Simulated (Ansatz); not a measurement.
A structure relaxed at PBE0-D4/def2-TZVP, charge 0, multiplicity 1:

```xyz
8

B     0.366    1.596    0.302
Se   -0.743    0.588   -0.853
C    -0.272   -1.228   -0.298
F    -1.196   -1.728    0.576
H     0.300    2.782    0.211
H     1.095    1.039    1.064
H    -0.254   -1.858   -1.188
H     0.703   -1.191    0.187
```

Give its formula and SMILES.

CH4BFSe, `B[Se]CF`.

Summarise the bond lengths by kind.

1 × B–Se 1.893 Å; 2 × B–H 1.191 to 1.192 Å; 1 × C–Se 1.956 Å; 1 × C–F 1.367 Å; 2 × C–H 1.090 to 1.091 Å.

All numbers were calculated with Ansatz.
